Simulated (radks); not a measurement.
Results of a calculation; reference values are marked as such.
Valence configurations of Se3+ (all share [Ar]). Level of theory: scalar-relativistic Kohn-Sham, PBE, spin-polarised, spherical densities, point nucleus; open shells are filled with parallel spins first (a radial shooting solver on a logarithmic mesh with Libxc functionals). Energies are relative to 3d10 4s2 4p1; eigenvalues in eV for spin up.

| valence | E (eV) | moment (Bohr magnetons) | e(3d) | e(4p) | e(4s) |
|---|---|---|---|---|---|
| 3d10 4s2 4p1 | 0.000 | 1 | -89.491 | -37.024 | -49.923 |
| 3d10 4s1.5 4p1.5 | 5.474 | 2 | -90.261 | -37.872 | -50.857 |
| 3d10 4s1 4p2 | 10.367 | 3 | -90.973 | -38.602 | -51.688 |
| 3d10 4p3 | 23.483 | 3 | -92.424 | -39.287 | - |
| 3d9.5 4s2 4p1.5 | 27.187 | 2 | -96.246 | -38.734 | -52.047 |
| 3d9 4s2 4p2 | 56.506 | 3 | -103.12 | -40.373 | -54.093 |
| 3d9 4p4 | 84.094 | 3 | -105.95 | -41.675 | - |
| 3d8.5 4s2 4p2.5 | 88.021 | 4 | -110.10 | -41.958 | -56.077 |
| 3d8.5 4s0.5 4p4 | 109.20 | 4 | -112.20 | -42.919 | -57.207 |

NIST lists [Ar] 3d10 4s2 4p1 as the ground configuration; this level of theory agrees among the configurations tried. The energies are those of spherical high-spin densities, not of single terms.
